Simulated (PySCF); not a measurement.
# Bi⁴⁵⁺: ionisation energy

Bi⁴⁵⁺ [Kr] 4d2 (3F) → Bi⁴⁶⁺ [Kr] 4d1 (2D), as a difference of total energies. All numbers are calculated (PySCF 2.14, the spin-free X2C one-electron Hamiltonian (Gaussian nucleus), in an uncontracted even-tempered set (18 s from 5.4 bohr⁻², ratio 2.5; 14 p from 7 bohr⁻², ratio 2.5; 8 d from 7 bohr⁻², ratio 2.5; 4 f from 29 bohr⁻², ratio 2.7; 3 g from 43 bohr⁻², ratio 2.7)). The calculations carry no spin-orbit coupling.

```json
{"method": "UHF", "ionisation energy (eV)": "2303.5"}
{"method": "M06", "ionisation energy (eV)": "2304.3"}
{"method": "BLYP", "ionisation energy (eV)": "2305.1"}
```

Spin-orbit coupling is strong in these open shells (close to jj coupling). The scalar numbers leave it out and a first-order estimate fails, so it can dominate the gap to the real levels.

Breit and QED terms and the two-electron picture change are absent.

For comparison: 2321 ± 4 eV (theoretical estimate listed by NIST; NIST Atomic Spectra Database, ionization energies).
